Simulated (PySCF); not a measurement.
**A search over the determinants of GeN⁺**

Unrestricted PBE0; basis Ge def2-TZVPPD, N def2-TZVPPD; no relativity; PySCF 2.14. Outer shells of the fragments: Ge+ 3d10 4s2 4p1; N 2s2 2p3.

Followed along the bond (rough minima from three points):

```
2Ms+1    unpaired  ⟨S²⟩ at the start  R at minimum (Å)  Te (eV)
    3        π ↑↑               2.01              1.91     0.00
    3    σ ↑, π ↑               2.10              1.79     0.35
    1        π ↑↓               1.00              1.91     0.49
    1    σ ↓, π ↑               1.02              1.77     0.79
    5  σ ↑, π ↑↑↑               6.01  none in the scan   ≤ 2.04
```

Solutions found at the starting distance of 1.915 Å, counted from the lowest of them; the search is not exhaustive and high or unbound solutions are not listed, so other states can lie among these:

```tsv
2Ms+1	unpaired	term	E (eV)	⟨S²⟩	⟨Lz²⟩	μ (D)
3	π ↑↑	³Σ⁻	0.00	2.01	0.00	-1.49
1	π ↑↓	mixed	0.49	1.00	2.01	-1.41
3	σ ↑, π ↑	³Π	0.52	2.10	1.01	-1.69
1	σ ↓, π ↑	mixed	1.01	1.02	1.03	-2.05
1	none	mixed	1.95	0.00	2.00	-1.12
5	σ ↑, π ↑↑↑	⁵Π	2.38	6.01	1.00	0.65
3	σ ↑, π ↑↑↓	mixed	3.34	3.01	3.02	0.38
3	σ ↓, π ↑↑↑	mixed	3.41	3.03	1.01	0.56
3	π ↑↑	mixed	4.97	2.02	2.01	-0.98
3	π ↑↑	mixed	5.34	2.01	2.01	-1.05
```

A term symbol is given only where ⟨S²⟩ and ⟨Lz²⟩ are close to those of a pure state; real π, δ and φ orbitals otherwise mix terms. A positive dipole points towards N; it is taken about the centre of mass and depends on that origin.

Compare the gap between the two lowest followed solutions at the starting distance with the gap between their minima.

At PBE0 the second solution (triplet, unpaired electrons σ ↑, π ↑) lies +0.52 eV from the first (triplet, unpaired electrons π ↑↑) at 1.915 Å and +0.35 eV at the minima; the two curves relax by different amounts, since their minima lie near 1.79 and 1.91 Å.

Spin–orbit coupling is left out. Counting both spins, an empty level lies below a filled one in some of these solutions, because spin and occupation are held.
